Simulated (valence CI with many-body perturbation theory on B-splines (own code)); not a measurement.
**Which ion has this spectrum?**

A relativistic CI+MBPT calculation for an atom or ion with 15 electrons gives these levels (eV):

```csv
J,Parity,E,g
3/2,odd,0.00,1.44
3/2,odd,43.18,1.41
5/2,odd,50.30,1.20
1/2,odd,59.11,0.66
3/2,odd,103.04,1.27
5/2,even,131.36,1.50
3/2,even,132.01,0.84
1/2,even,151.94,2.29
5/2,even,153.83,1.19
3/2,even,154.14,1.15
3/2,even,175.82,0.98
5/2,even,176.04,0.98
1/2,even,176.96,0.29
3/2,even,177.96,1.40
```

The energies are calculated, and their last digits are not significant.

Task: Which is it?
A. Sn35+
B. Te37+
C. Sb36+
D. In34+

Result: D. In34+, ground level (3s^2 3p1/2^2 3p3/2) J=3/2.
